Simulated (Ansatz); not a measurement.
Consider the formal hydrolysis of a Ta–N bond: `[NH]=[Ta]([NH2])([OH])[OH]` + H₂O → `[NH]=[Ta]([OH])([OH])[OH]` + NH₃.

Isolated molecules relaxed with PBE0-D4/def2-TZVP in Ansatz; ΔE leaves out vibrations. CCSD(T)/CBS adds triple-zeta CCSD(T) − MP2 to the extrapolated MP2 energy (def2 sets, frozen cores). This one scheme is used for every species. Functionals use def2-TZVPP. B3LYP here is the variant with VWN-RPA as its local correlation; programs differ in this. HSE06 is defined as in plane-wave codes. def2 core potentials past Kr. For Ta outer-core shells are correlated without core-valence functions, which leaves a few kJ/mol of doubt a bond. Each species was taken in one conformer, which may not be the lowest.

Problem. Is it downhill or uphill in electronic energy at CCSD(T)/CBS, and by how much? (An estimate is asked.)

Solution. The calculation gave: Downhill: ΔE = -3.8 kcal/mol.

Problem. What do these levels give: LDA (SPW92), revPBE-D4, BLYP-D4, r2SCAN0-D4, HSE06-D4, B2PLYP, revPBE, BLYP, B3LYP, CAM-B3LYP, MP2/CBS(def2), CCSD/CBS(def2)? (Estimate.)

Solution. Computed: LDA (SPW92) -4.5, revPBE-D4 -5.0, BLYP-D4 -5.8, r2SCAN0-D4 -5.4, HSE06-D4 -4.7, B2PLYP -5.8, revPBE -6.0, BLYP -6.8, B3LYP -6.2, CAM-B3LYP -6.3, MP2/CBS(def2) -3.7, CCSD/CBS(def2) -4.0 kcal/mol.

Largest T1 diagnostic among the species: 0.019.

In def2-TZVPP, CCSD(T) changes the Hartree–Fock value by +2.2 kcal/mol (the triples alone add +0.2 kcal/mol) and MP2 by +2.4 kcal/mol. At CCSD(T), def2-SVP lies −0.8 kcal/mol from the extrapolated value and def2-TZVPP −0.6 kcal/mol.
